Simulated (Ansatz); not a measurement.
Cost and result up the ladder for Be₇O₇ (14 atoms). The state is a singlet with charge 0. Geometry: PBE0-D4/def2-SVP.

```xyz
14

Be   -0.6497    1.7750   -2.4280
Be    0.8741   -0.5107    2.9068
Be   -0.9266   -0.8550   -2.8098
Be    0.1126    3.0689   -0.2177
Be    0.3032   -2.6882    1.4667
Be   -0.5012   -2.8422   -1.0764
Be    0.7876    2.0522    2.1584
O     0.6960   -1.8878    2.5802
O    -0.9304    0.5435   -3.0909
O     0.9793    0.9094    2.9903
O    -0.1158   -3.2640    0.2307
O    -0.3152    2.8581   -1.5621
O     0.5306    3.0232    1.1454
O    -0.8444   -2.1823   -2.2936
```

Ansatz on 4 threads of Arm Neoverse V2 on a shared host. Times are rough, and most runs start from the orbitals of an earlier one. CAM-B3LYP-D4/def2-TZVP serves as the yardstick here, not as an exact answer. Differences are given only for rows in sets of like size (and for xTB, whose basis is part of the method), since another set adds its own error. Binding counts from free atoms at the same level (Be singlet, O triplet; other spins of the atoms weren't run), without zero-point energy or a counterpoise term.

Correlated methods freeze 7 core orbitals. The rows differ in basis, and correlated rows in double-zeta sets carry the largest basis error. Another isomer (singlet) lies 0.20 eV lower at PBE0-D4/def2-TZVP; other spin states weren't run for this one.

Correlated methods converge slowly with the basis, most of all in double-zeta sets.

| level | functions | wall time | binding energy per atom (eV) | difference from CAM-B3LYP-D4/def2-TZVP (eV) |
| --- | --- | --- | --- | --- |
| HF/STO-3G | 70 | 0.55 s | 3.99 | – |
| PBE-D4/def2-SVP | 161 | 2.1 s | 5.34 | – |
| PBE0-D4/def2-SVP | 161 | 2.6 s | 5.14 | – |
| PBE-D4/def2-TZVP (with forces) | 350 | 5 s | 5.28 | 0.06 |
| r2SCAN-D4/def2-TZVP | 350 | 8 s | 5.23 | 0.01 |
| PBE-D4/def2-TZVPD | 434 | 8.5 s | 5.29 | 0.07 |
| PBE0-D4/def2-TZVP | 350 | 9 s | 5.10 | -0.12 |
| CAM-B3LYP-D4/def2-TZVP | 350 | 9 s | 5.22 | 0.00 |
| MP2/def2-TZVP | 350 | 9.5 s | 5.23 | 0.00 |
| r2SCAN0-D4/def2-TZVP | 350 | 10 s | 5.08 | -0.15 |
| r2SCANh-D4/def2-TZVP | 350 | 11 s | 5.17 | -0.05 |
| PBE0-D4/def2-TZVPD | 434 | 14 s | 5.12 | -0.11 |
| RPA@PBE/def2-TZVP | 350 | 15 s | 4.51 | -0.71 |
| CCSD(T)/def2-SVP | 161 | 2.1 min | 4.57 | – |
